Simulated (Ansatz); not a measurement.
Process, species as SMILES: N[SiH](N)N → N[Si](N)N + H atom (the H-Si bond at the site shown breaks; other sites are not compared here)
Geometries: B3LYP-D3(BJ)/def2-TZVP minima from Ansatz (a quantum-chemistry and plane-wave program), one conformer each, not searched for the lowest.
Geometry of the first species:
```
Si
N 1 1.7144
H 2 1.0068 1 120.49
H 2 1.0068 3 112.22 1 151.22
N 1 1.7197 2 104.06 3 -170.43
H 5 1.0073 1 120.48 2 -158.39
H 5 1.0081 6 111.59 1 152.24
N 1 1.7197 2 104.06 3 -40.71
H 8 1.0073 1 120.48 2 158.39
H 8 1.0081 9 111.59 1 -152.24
H 1 1.4848 2 119.94 3 74.43
```

Wanted: bond dissociation energy (electronic energy difference), in kcal/mol. Cores are frozen in the correlated levels unless marked. Open shells are spin-unrestricted. Spin-orbit coupling is left out. No relativistic terms. CBS(X,Y): correlation extrapolated as X^-3; Hartree-Fock from the larger set.

| level | program | bond dissociation energy (kcal/mol) |
|---|---|---|
| PBE0/STO-3G | Ansatz | 117.0 |
| B2PLYP-D4/def2-TZVPD | Ansatz + dftd4 | 97.8 |
| SCS-MP2/aug-cc-pV(Q+d)Z | Ansatz | 102.2 |
| CCSD(T)/CBS(aug-cc-pV(T+d)Z,aug-cc-pV(Q+d)Z) | Ansatz | … |

Question: Some entries are withheld; supply them.

Answer: 
- CCSD(T)/CBS(aug-cc-pV(T+d)Z,aug-cc-pV(Q+d)Z), bond dissociation energy (kcal/mol): 101.1
